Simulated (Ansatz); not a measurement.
Ansatz (an electronic-structure program) input (CCSD(T)/aug-cc-pV(D+d)Z):
A basis named .json is the Basis Set Exchange file of that set.

Ansatz 0.2 input:
```yaml
crystal:
  periodic: [false, false, false]
  atoms:
    - {symbol: Si, position_ang: [-0.79489547, 0.21141542, 0.17491380]}
    - {symbol: O, position_ang: [-1.23205270, -1.32995794, -0.21675288]}
    - {symbol: O, position_ang: [0.67225589, 0.72116425, -0.31634542]}
    - {symbol: C, position_ang: [1.91525116, 0.12125923, 0.03253670]}
    - {symbol: H, position_ang: [-0.86667437, 0.08847329, 1.66111890]}
    - {symbol: H, position_ang: [-1.75668871, 1.17332604, -0.39533089]}
    - {symbol: H, position_ang: [2.00954365, -0.86714675, -0.42181812]}
    - {symbol: H, position_ang: [2.71209584, 0.76271943, -0.34073220]}
    - {symbol: H, position_ang: [2.01712757, 0.02560607, 1.11753549]}
basis:
  gaussian:
    orbitals: aug-cc-pV_D+d_Z.json
magnetization: {spin_polarized: true, initial_magnetization: 1}
correlation: {method: ccsd_t, electrons: outside_noble_gas}
output: {forces: true}
```

Output:

```
Functional definition: HF
integrals: 0.65 GiB planned
1441 factors; integrals over basis functions are off by at most 8.5e-4 eV
0.85 GiB of device memory are held for the factors and their scratch space
mean field: 0.69 GiB planned
mean field evaluation 1: about -13038.4539 eV, gradient 3.6e1 eV
mean field evaluation 2: about -13038.4550 eV, gradient 3.6e1 eV
mean field evaluation 4: about -13046.3869 eV, gradient 6.4e0 eV
mean field evaluation 8: about -13047.5360 eV, gradient 5.3e-1 eV
mean field evaluation 16: about -13047.5483 eV, gradient 1.7e-5 eV
mean field evaluation 32: about -13047.5456 eV, gradient 5.9e-2 eV
mean field evaluation 64: about -13047.4495 eV, gradient 4.2e-1 eV
mean field evaluation 96: about -13047.2781 eV, gradient 9.8e-1 eV
mean field evaluation 128: about -13047.5455 eV, gradient 6.2e-2 eV
mean field evaluation 160: about -13047.2280 eV, gradient 9.9e-1 eV
mean field evaluation 192: about -13047.2790 eV, gradient 8.1e-2 eV
mean field -13047.54834175 eV, -479.4885576133 hartree, gradient 2.0e-6 eV, S^2 0.757941; 6 other end points of the search recorded, 0 dependent functions left out
determinant -13047.54834175 eV, -479.4885576133 hartree, with singles and doubles -13065.18600550 eV, -480.1367298009 hartree
determinant -13047.27409471 eV, -479.4784792206 hartree, with singles and doubles -13064.83254910 eV, -480.1237405180 hartree
determinant -13047.54834175 eV, -479.4885576133 hartree, with singles and doubles -13065.18099178 eV, -480.1365455501 hartree
determinant -13047.27409471 eV, -479.4784792206 hartree, with singles and doubles -13064.82285235 eV, -480.1233841688 hartree
8 core orbitals not correlated
reference -13047.54834175 eV, -479.4885576133 hartree; 13, 12 occupied and 125, 126 virtual orbitals, 1441 factors
densities: 18.27 GiB planned
second order -16.30251351 eV of doubles, -0.00000000 eV of singles
coupled cluster: 6.75 GiB planned
cycle   1  -17.63264841 eV  change    1.6e-6 eV  update   3.7e-6
cycle   2  -17.63264797 eV  change    4.3e-7 eV  update   2.7e-6
cycle   3  -17.63264640 eV  change    1.6e-6 eV  update   2.1e-6
cycle   4  -17.63264589 eV  change    5.1e-7 eV  update   1.2e-6
cycle   5  -17.63264587 eV  change    1.9e-8 eV  update   1.0e-6
cycle   6  -17.63264571 eV  change    1.7e-7 eV  update   8.8e-7
cycle   7  -17.63264579 eV  change   -9.0e-8 eV  update   7.4e-7
cycle   8  -17.63264598 eV  change   -1.8e-7 eV  update   6.5e-7
cycle   9  -17.63264612 eV  change   -1.4e-7 eV  update   5.7e-7
cycle  10  -17.63264627 eV  change   -1.5e-7 eV  update   5.2e-7
coupled cluster: 4.89 GiB planned
cycle   1  -17.63265237 eV  update   5.0e-7
cycle   2  -17.63265381 eV  change   -1.4e-6 eV  update   3.9e-7
cycle   3  -17.63265433 eV  change   -5.2e-7 eV  update   3.6e-7
cycle   4  -17.63265443 eV  change   -9.1e-8 eV  update   3.4e-7
cycle   5  -17.63265417 eV  change    2.6e-7 eV  update   2.9e-7
cycle   6  -17.63265412 eV  change    4.7e-8 eV  update   2.5e-7
cycle   7  -17.63265420 eV  change   -7.9e-8 eV  update   2.1e-7
cycle   8  -17.63265418 eV  change    2.3e-8 eV  update   1.8e-7
cycle   9  -17.63265410 eV  change    7.2e-8 eV  update   1.4e-7
cycle  10  -17.63265413 eV  change   -2.8e-8 eV  update   1.0e-7
perturbative correction -0.50739225 eV, -0.0186463214 hartree
the calculation of the forces begins
densities: 6.78 GiB planned
0.36 GiB of device memory are held for the factors and their scratch space
Total energy: -13065.68838813 eV, -480.1551920222 hartree
Atom 0 at    -0.794895     0.211415     0.174914 Å, force    -0.464738     0.845367     0.712349 eV/Å
Atom 1 at    -1.232053    -1.329958    -0.216753 Å, force    -0.328128    -1.215933    -0.344048 eV/Å
Atom 2 at     0.672256     0.721164    -0.316345 Å, force     0.445224     0.599146    -0.531404 eV/Å
Atom 3 at     1.915251     0.121259     0.032537 Å, force    -0.035783    -0.073591     0.061926 eV/Å
Atom 4 at    -0.866674     0.088473     1.661119 Å, force     0.011786    -0.012426     0.058222 eV/Å
Atom 5 at    -1.756689     1.173326    -0.395331 Å, force    -0.037842     0.046987    -0.064486 eV/Å
Atom 6 at     2.009544    -0.867147    -0.421818 Å, force     0.044054    -0.425854    -0.200217 eV/Å
Atom 7 at     2.712096     0.762719    -0.340732 Å, force     0.330041     0.271811    -0.157127 eV/Å
Atom 8 at     2.017128     0.025606     1.117535 Å, force     0.035386    -0.035508     0.464784 eV/Å
Dipole moment:     0.285693     0.147713     0.148539 e Å
```

It need not be the lowest isomer of its formula.
